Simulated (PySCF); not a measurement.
PySCF input:

```python
from pyscf import gto, scf, dft

mol = gto.M(
    atom='''
    In   -0.07556240   -0.06236457    0.15496880
    O     1.25485161   -0.15143501   -1.41310123
    H     1.93426997    0.54370442   -1.48875941
    O    -0.38649392   -1.06448346    1.76070988
    H    -1.17497609   -0.79778022    2.25905170
    O    -0.40525779    1.47354529   -1.14066118
    H    -0.76153521    1.24892536   -2.01934323
    ''',
    basis='def2-tzvpd',
    ecp='def2-tzvp',
    charge=1,
    spin=1,
    verbose=4,
)

mf = dft.UKS(mol, xc='tpssh').density_fit(auxbasis='def2-universal-jkfit')
mf.grids.level = 3
mf.conv_tol = 1e-9
mf.max_cycle = 100
mf.max_memory = 1500
mf.kernel()
if not mf.converged:
    mf = mf.newton()
    mf.kernel(mf.make_rdm1())
for _ in range(2):
    mo, _, stable, _ = mf.stability(return_status=True)
    if stable:
        break
    mf.kernel(mf.make_rdm1(mo, mf.mo_occ))
mf.analyze()
```

Which total energy does the run end on?

-417.32606 Eh (TPSSh/def2-TZVPD).
